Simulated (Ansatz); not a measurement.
B₂P₂. The state is a singlet with charge 0. Geometry PBE0-D4/def2-TZVP, basis def2-TZVP, Ansatz.

```xyz
4

B    -0.7574    0.3108   -0.3093
B     0.5598    1.1624   -0.4883
P     1.0129   -0.6193   -0.2283
P    -0.8153   -0.8538    1.0258
```

```
run  HOMO (eV)  LUMO (eV)
  A      -5.59      -4.32
  B      -6.24      -3.63
  C      -5.24      -4.15
  D      -5.44      -4.33
  E      -5.55      -4.48
```

Another isomer (triplet) lies 1.51 eV lower at PBE0-D4/def2-TZVP; other spin states weren't run for this one.

The runs used BLYP, LDA (SPW92), PBE, PBE0, r2SCAN. Estimate which is which.

A r2SCAN (0 % exact exchange); B PBE0 (25 % exact exchange); C BLYP (0 % exact exchange); D PBE (0 % exact exchange); E LDA (SPW92) (0 % exact exchange). Exact exchange lowers occupied and raises empty levels; among semilocal functionals meta-GGAs tend to open the gap a little, and such runs are hard to tell apart. The gap grows from 1.07 eV (LDA (SPW92)) to 2.61 eV (PBE0). The restricted singlet is unstable towards broken spin symmetry in Hartree–Fock (as tested in another run); at r2SCAN-D4/def2-TZVP, PBE0-D4/def2-TZVP, BLYP-D4/def2-TZVP, PBE-D4/def2-TZVP and others this wasn't settled.
